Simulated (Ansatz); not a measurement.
Ansatz (a first-principles code) job for SiOBr₂, SMILES O=[Si](Br)Br, B3LYP-D3(BJ)/def2-SVP. 

Ansatz 0.2 input:
```yaml
crystal:
  periodic: [false, false, false]
  atoms:
    - {symbol: Si, position_ang: [-0.01886911, -0.83959531, 0.00000000]}
    - {symbol: O, position_ang: [0.01517643, -2.33847426, -0.00000000]}
    - {symbol: Br, position_ang: [0.00203937, 0.43517326, -1.76792714]}
    - {symbol: Br, position_ang: [0.00203937, 0.43517326, 1.76792714]}
basis:
  gaussian:
    orbitals: def2-SVP
hamiltonian:
  xc: b3lyp
  dispersion: d3bj
relax: {f_tol: 0.002, max_steps: 200}
```

It prints:

```
WARN ansatz: RAYON_NUM_THREADS=2 ignored (pool sized by the plan → 2); use --threads N
Functional definition: B3LYP
integrals: 0.04 GiB planned
966 factors; integrals over basis functions are off by at most 3.1e-4 eV
mean field: 0.53 GiB planned
mean field evaluation 1: about -149992.1436 eV, gradient 6.4e1 eV
mean field evaluation 2: about -149872.0126 eV, gradient 2.0e2 eV
mean field evaluation 4: about -150000.0286 eV, gradient 9.6e0 eV
mean field evaluation 8: about -150000.2494 eV, gradient 1.5e-1 eV
mean field evaluation 16: about -150000.2510 eV, gradient 6.0e-5 eV
mean field -150000.25101863 eV, -5512.4075511129 hartree, gradient 6.0e-5 eV, S^2 0.000000; 0 other end points of the search recorded, 0 dependent functions left out
the calculation of the forces begins
reference -150000.25124163 eV, -5512.4075593078 hartree; 46, 46 occupied and 50, 50 virtual orbitals, 966 factors
relax step   1: F+E_penalty+E_count = -150000.53804835 eV  Δ(F+E_penalty+E_count) = +0.000e0 eV  max|allowed force component| = 1.748e0 eV/Å  Δτ_max = 0.0000 Å  (27 SCF iters, accepted)
these checks for a lower state are left out or cut short: starts, cluster_reference, orbital_swaps, neighbouring_geometries, increment
integrals: 0.04 GiB planned
966 factors; integrals over basis functions are off by at most 3.0e-4 eV
mean field: 0.53 GiB planned
mean field -150000.27911878 eV, -5512.4085837742 hartree, gradient 3.0e-5 eV, S^2 0.000000; 0 other end points of the search recorded, 0 dependent functions left out
the calculation of the forces begins
reference -150000.27934247 eV, -5512.4085919947 hartree; 46, 46 occupied and 50, 50 virtual orbitals, 966 factors
relax step   2: F+E_penalty+E_count = -150000.56361934 eV  Δ(F+E_penalty+E_count) = -2.557e-2 eV  max|allowed force component| = 7.370e-1 eV/Å  Δτ_max = 0.0403 Å  (27 SCF iters, accepted)
these checks for a lower state are left out or cut short: starts, cluster_reference, orbital_swaps, neighbouring_geometries, increment
integrals: 0.04 GiB planned
966 factors; integrals over basis functions are off by at most 3.0e-4 eV
mean field: 0.53 GiB planned
mean field -150000.28279823 eV, -5512.4087189917 hartree, gradient 1.9e-5 eV, S^2 0.000000; 0 other end points of the search recorded, 0 dependent functions left out
the calculation of the forces begins
reference -150000.28302193 eV, -5512.4087272124 hartree; 46, 46 occupied and 50, 50 virtual orbitals, 966 factors
relax step   3: F+E_penalty+E_count = -150000.56706478 eV  Δ(F+E_penalty+E_count) = -3.445e-3 eV  max|allowed force component| = 4.720e-1 eV/Å  Δτ_max = 0.0049 Å  (27 SCF iters, accepted)
these checks for a lower state are left out or cut short: starts, cluster_reference, orbital_swaps, neighbouring_geometries, increment
integrals: 0.04 GiB planned
966 factors; integrals over basis functions are off by at most 3.0e-4 eV
mean field: 0.53 GiB planned
mean field evaluation 32: about -150000.2857 eV, gradient 1.2e-5 eV
mean field -150000.28565632 eV, -5512.4088240243 hartree, gradient 1.9e-5 eV, S^2 0.000000; 0 other end points of the search recorded, 0 dependent functions left out
the calculation of the forces begins
reference -150000.28587979 eV, -5512.4088322369 hartree; 46, 46 occupied and 50, 50 virtual orbitals, 966 factors
relax step   4: F+E_penalty+E_count = -150000.57003094 eV  Δ(F+E_penalty+E_count) = -2.966e-3 eV  max|allowed force component| = 4.494e-3 eV/Å  Δτ_max = 0.0147 Å  (26 SCF iters, accepted)
these checks for a lower state are left out or cut short: starts, cluster_reference, orbital_swaps, neighbouring_geometries, increment
integrals: 0.04 GiB planned
966 factors; integrals over basis functions are off by at most 3.0e-4 eV
mean field: 0.53 GiB planned
mean field -150000.28565637 eV, -5512.4088240263 hartree, gradient 2.6e-5 eV, S^2 0.000000; 0 other end points of the search recorded, 0 dependent functions left out
the calculation of the forces begins
reference -150000.28587984 eV, -5512.4088322387 hartree; 46, 46 occupied and 50, 50 virtual orbitals, 966 factors
relax step   5: F+E_penalty+E_count = -150000.57003311 eV  Δ(F+E_penalty+E_count) = -2.171e-6 eV  max|allowed force component| = 3.414e-3 eV/Å  Δτ_max = 0.0007 Å  (21 SCF iters, accepted)
these checks for a lower state are left out or cut short: starts, cluster_reference, orbital_swaps, neighbouring_geometries, increment
integrals: 0.04 GiB planned
966 factors; integrals over basis functions are off by at most 3.0e-4 eV
mean field: 0.53 GiB planned
mean field -150000.28565908 eV, -5512.4088241259 hartree, gradient 6.6e-6 eV, S^2 0.000000; 0 other end points of the search recorded, 0 dependent functions left out
the calculation of the forces begins
reference -150000.28588256 eV, -5512.4088323384 hartree; 46, 46 occupied and 50, 50 virtual orbitals, 966 factors
relax step   6: F+E_penalty+E_count = -150000.57003359 eV  Δ(F+E_penalty+E_count) = -4.861e-7 eV  max|allowed force component| = 2.301e-5 eV/Å  Δτ_max = 0.0002 Å  (20 SCF iters, accepted)
integrals: 0.04 GiB planned
966 factors; integrals over basis functions are off by at most 3.0e-4 eV
mean field: 0.53 GiB planned
mean field -150000.28565908 eV, -5512.4088241259 hartree, gradient 6.6e-6 eV, S^2 0.000000; 1 other end points of the search recorded, 0 dependent functions left out
the calculation of the forces begins
reference -150000.28588256 eV, -5512.4088323384 hartree; 46, 46 occupied and 50, 50 virtual orbitals, 966 factors
Total energy: -150000.57025707 eV, -5512.4192829089 hartree
Atom 0 at     0.001232    -0.830879    -0.000000 Å, force    -0.000001     0.000010    -0.000000 eV/Å
Atom 1 at     0.008060    -2.358686     0.000000 Å, force     0.000000     0.000023     0.000000 eV/Å
Atom 2 at    -0.004453     0.440921    -1.790903 Å, force     0.000000    -0.000017    -0.000016 eV/Å
Atom 3 at    -0.004453     0.440921     1.790903 Å, force     0.000000    -0.000017     0.000016 eV/Å
Dipole moment:    -0.002756     0.616563    -0.000000 e Å
```

Self-consistency was reached.
